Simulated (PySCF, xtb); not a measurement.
Cl3OSi, SMILES [O][Si](Cl)(Cl)Cl (connectivity only; charge and spin as stated), charge -1, multiplicity 1.

GFN2-xTB (xtb 6.7.1) at its own geometry gives an orbital gap of 7.96 eV.

Geometry: B3LYP-D3(BJ)/def2-SVPD. The spin state was assumed, not searched. The isomer is the one that the SMILES or the coordinates give; other isomers of the formula were not compared.

### Question
What does B3LYP/def2-SVPD (PySCF) give? (Estimate from the structure and the level; the computed values follow.)

### Answer
gap 6.19 eV (levels -3.13 and 3.07 eV).
